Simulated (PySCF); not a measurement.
CHCl₂, SMILES Cl[CH]Cl (connectivity only; charge and spin as stated), charge +1, multiplicity 1.

The structure is a stationary point at r2SCAN-D4/def2-TZVP. The multiplicity is an assumed one; other spin states were not compared. The isomer is the one that the SMILES or the coordinates give; other isomers of the formula were not compared.

All values below come from TDA-B3LYP/def2-SVPD (PySCF).

Vertical excitations. Isolated molecule, no solvent. State labels are in the subgroup C2v.

Computed excitation energies, oscillator strengths and character:
```
state  symmetry  energy (eV)  λ (nm)      f          main pairs
-----  --------  -----------  ------  -----  ------------------
S1           A2         3.99     311  0.000     HOMO→LUMO 100 %
S2           B1         4.14     300  0.000   HOMO−1→LUMO 100 %
S3           B2         6.08     204  0.279    HOMO−2→LUMO 89 %
S4           A1         8.26     150  0.046    HOMO−3→LUMO 86 %
S5           A2         8.51     146  0.000    HOMO−4→LUMO 92 %
S6           B2         8.78     141  0.061    HOMO→LUMO+1 90 %
S7           A1         8.85     140  0.003  HOMO−1→LUMO+1 94 %
S8           B1         8.90     139  0.001    HOMO−5→LUMO 99 %
S9           A2         8.93     139  0.000  HOMO−2→LUMO+1 92 %
S10          A1        10.26     121  0.003    HOMO→LUMO+2 98 %
T1           A2         3.67     338      0     HOMO→LUMO 100 %
T2           B1         3.74     332      0   HOMO−1→LUMO 100 %
T3           B2         3.79     327      0   HOMO−2→LUMO 100 %
T4           A1         5.52     225      0    HOMO−3→LUMO 99 %
```
Triplets are in the Tamm–Dancoff approximation.
